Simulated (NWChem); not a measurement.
# CH6F2Si2; SMILES F[SiH2]C[SiH2]F

```xyz
11

Si     0.3947     1.6007     0.0032
F     -0.6625     2.8383    -0.0001
C     -0.5618     0.0000     0.0003
Si     0.3947    -1.6006    -0.0024
F     -0.6624    -2.8383    -0.0016
H      1.2308     1.7259     1.2296
H      1.2379     1.7252    -1.2184
H     -1.2180     0.0016    -0.8886
H     -1.2209    -0.0016     0.8870
H      1.2367    -1.7267     1.2199
H      1.2320    -1.7242    -1.2282
```
Atoms are numbered in this order, from 1.

Program: NWChem. All runs use the structure optimised with PBE0/def2-SVP. Atomic charges in e: unrestrained fits to the electrostatic potential beside Mulliken populations; buried atoms are poorly determined by the fit.

### Question
Predict the results for B3LYP/def2-SVP. Quantities: ESP Si1; Mulliken Si1; ESP F2; Mulliken F2; ESP C3; Mulliken C3; ESP Si4; Mulliken Si4; ESP F5; Mulliken F5; relative RMS misfit of the potential (%).

### Answer
- ESP Si1: 0.74
- Mulliken Si1: 0.71
- ESP F2: -0.33
- Mulliken F2: -0.35
- ESP C3: -0.46
- Mulliken C3: -0.46
- ESP Si4: 0.74
- Mulliken Si4: 0.71
- ESP F5: -0.33
- Mulliken F5: -0.35
- relative RMS misfit of the potential (%): 28
